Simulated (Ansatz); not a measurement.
SiAu2. Total charge 0; singlet. Geometry PBE-D4/def2-TZVP, basis def2-TZVP, Ansatz.

```xyz
3

Au    1.684   -0.096    0.418
Au   -1.205    0.910   -0.861
Si   -0.480   -0.814    0.443
```

```csv
run,HOMO (eV),LUMO (eV)
A,-8.34,-0.96
B,-6.50,-3.18
C,-5.97,-3.89
D,-8.13,-1.25
E,-5.89,-4.02
```

In the def2 sets Au takes a core potential; there is no spin–orbit coupling. LC-ωPBE has ω = 0.4 bohr⁻¹. The structure comes from a short search, and lower isomers may exist.

Problem. The runs used LC-ωPBE, PBE, PBE0, r2SCAN, ωB97M-V. Estimate which is which.

Solution. A LC-ωPBE (range-separated); B PBE0 (25 % exact exchange); C r2SCAN (0 % exact exchange); D ωB97M-V (range-separated); E PBE (0 % exact exchange). Exact exchange lowers occupied and raises empty levels; among semilocal functionals meta-GGAs tend to open the gap a little, and such runs are hard to tell apart. The gap grows from 1.87 eV (PBE) to 7.37 eV (LC-ωPBE).
